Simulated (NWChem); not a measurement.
System: GeNH₄O₂F; SMILES [NH2][Ge]([OH])([OH])[F]

The following NWChem deck was run.

```
start job
memory heap 200 mb stack 900 mb global 1100 mb
geometry units angstroms noautoz
  N     -0.681801    -1.638086     0.315738
  Ge    -0.003798    -0.007163    -0.018550
  O      0.323334     0.967504     1.403920
  O     -1.025735     0.989270    -1.032149
  F      1.509669    -0.317654    -0.807262
  H     -1.694032    -1.683225     0.385679
  H     -0.344027    -2.357717    -0.317220
  H      0.863710     0.506454     2.055155
  H     -0.840015     1.929197    -0.921314
end
basis spherical
  N library def2-svp
  Ge library def2-svp
  O library def2-svp
  F library def2-svp
  H library def2-svp
end
dft
  xc slater vwn_5
  iterations 150
  mulliken
end
task dft energy
```

All runs use the structure optimised with PBE0/def2-SVP.

### Question
What results follow from this input? (LDA (Slater exchange, VWN5)/def2-SVP.) Quantities: energy (Ha); highest occupied level (eV); orbital gap (eV); dipole (D).

### Answer
```json
{
  "energy (Ha)": "-2378.76",
  "highest occupied level (eV)": "-6.53",
  "orbital gap (eV)": "5.66",
  "dipole (D)": "1.61"
}
```
